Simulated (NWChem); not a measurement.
Molecule: SnHOF, singlet; SMILES [OH][Sn][F]

```xyz
4

Sn     0.3695     0.0310     0.0000
F     -0.8606    -1.5009     0.0000
O     -1.0951     1.3742     0.0000
H     -1.9713     0.9642     0.0000
```
Atoms are numbered in this order, from 1.

All runs: NWChem. Medium grid unless said otherwise, to which SCAN and Minnesota functionals are sensitive. Low-valent species are run as closed-shell singlets; no triplet was tried in these runs. Structure relaxed at the PBE0/def2-SVP level. def2 effective core potentials on Sn; no spin-orbit coupling. Hybrids' shares of exact exchange are those that their runs print; pure functionals count as 0. The functionals differ in more than this share.

| row | share of exact exchange | highest occupied level (eV) |
|---|---|---|
| PBE/def2-SVP | 0.00 | -6.65 |
| OLYP/def2-SVP | 0.00 | -6.48 |
| B3LYP/def2-SVP | 0.20 | -7.76 |
| MN15/def2-SVP | 0.44 | withheld |
| Hartree-Fock/def2-SVP | 1.00 | -10.64 |

Question: Fit a straight line of the last column on the one before it, predict the withheld value, and compare with the run.

Answer: 
1. Means of the 4 shown rows: x = 0.300, y = -7.883. Slope Σ(x − x̄)(y − ȳ)/Σ(x − x̄)² = -2.733/0.6800 = -4.019; intercept -6.677.
2. The shown rows scatter about the line by 0.174 (root mean square); the largest residual is -0.28, at B3LYP/def2-SVP.
3. At x = 0.44 (MN15/def2-SVP; inside the shown range) the line gives -8.45.
4. The run gives -8.67, -0.22 from the line, 1.3 times the scatter.
